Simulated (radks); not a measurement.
The numbers below are computed, except where a source is named.
Question: All-electron atom: Fe in [Ar] 3d4 4s2 4p2 (not the ground configuration). Code: a radial shooting solver on a logarithmic mesh with Libxc functionals. Model: Dirac Kohn-Sham, PBE, spin-unpolarised, spherical densities, finite nucleus; open shells fill j = l - 1/2 first; Fermi nuclear charge, rms radius 3.7377 fm.

Spin-orbit splittings of the eigenvalues, e(l+1/2) - e(l-1/2), with zeta = 2 splitting/(2l+1) and mean radii in bohr:

shell  occ.  splitting (eV)  zeta (eV)  <r> j=l-1/2  <r> j=l+1/2
2p        6           12.47      8.311       0.2335       0.2365
3p        6           1.624      1.083       0.8291       0.8375
3d        4          0.1893    0.07571       0.9613       0.9648
4p        2               ?          ?        3.231        3.268

Estimate the 4p splitting.

Answer: 0.1003 eV (zeta = 0.06685 eV).
